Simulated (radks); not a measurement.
Q: All-electron calculation, non-relativistic Kohn-Sham, LDA (Slater exchange, VWN5 correlation), spin-unpolarised, spherical densities, point nucleus. Program: a radial shooting solver on a logarithmic mesh with Libxc functionals. Response by self-consistent Sternheimer equations with the Hartree and adiabatic LDA kernel. For heavy and open-shell atoms this level of theory can miss by tens of per cent. Rank Mo+, Ga, Mg2+, Ti2+, Co, Cu, I, V+, Be (NIST ground configurations) by static dipole polarisability, largest first.

A: Ga 62.71, Co 50.58, Be 43.80, Cu 41.61, I 34.24, Mo+ 22.79, V+ 20.19, Ti2+ 5.327, Mg2+ 0.5135 bohr^3.
